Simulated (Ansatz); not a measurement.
Born–Oppenheimer molecular dynamics of F2H2OSSi (7 atoms, charge 0, multiplicity 1). It starts at the highest image of a converged band. Of that band: Neighbouring images differ by up to 1.3 eV, so the band resolves the path poorly. A vibrational analysis at the climbing image gives one clearly imaginary mode, 844i cm⁻¹: a first-order saddle point.

All numbers below come from UKS BHLYP/def2-SVP in Ansatz 0.2.0.

| Item | Value |
| --- | --- |
| ensemble | NVE (velocity Verlet) |
| time step | 0.5 fs |
| steps asked | 200 |
| starting velocities drawn for | 300 K |
| seed | 9930 |

First frame:

```xyz
7
Properties=species:S:1:pos:R:3
Si -0.530 0.268 0.595
S 1.013 -1.002 -0.643
O -1.454 0.281 -0.632
H -0.237 -0.573 -1.256
F 0.304 1.529 1.087
F -0.809 -0.567 1.916
H 1.713 0.064 -1.067
```

Q: How far do the bonds stretch over the last three quarters of this one trajectory? (Pairs bonded in most of those frames.)

A: 
| bond | mean (Å) | spread (Å) | shortest | longest |
| --- | --- | --- | --- | --- |
| Si1–S2 | 2.493 | 0.099 | 2.31 | 2.64 |
| Si1–O3 | 1.517 | 0.016 | 1.49 | 1.55 |
| Si1–F5 | 1.594 | 0.013 | 1.58 | 1.62 |
| Si1–F6 | 1.591 | 0.009 | 1.58 | 1.61 |
| S2–H4 | 1.372 | 0.039 | 1.33 | 1.44 |
| S2–H7 | 1.344 | 0.029 | 1.30 | 1.39 |

Mean temperature of the second half: 412 K. The conserved energy stayed within 0.072 meV per atom of its start (net change 0.058 meV per atom), so the integration is sound. The system heated up, since it started high on the potential surface and ran downhill. A run of 0.1 ps of so small a system gives no equilibrium averages. The orbitals stay closed-shell, which can raise the energy where a bond breaks towards radicals; this wasn't checked here.

The run took 9.7 min on 2 threads of Arm Neoverse V1, on a shared host, peak memory 0.25 GiB.
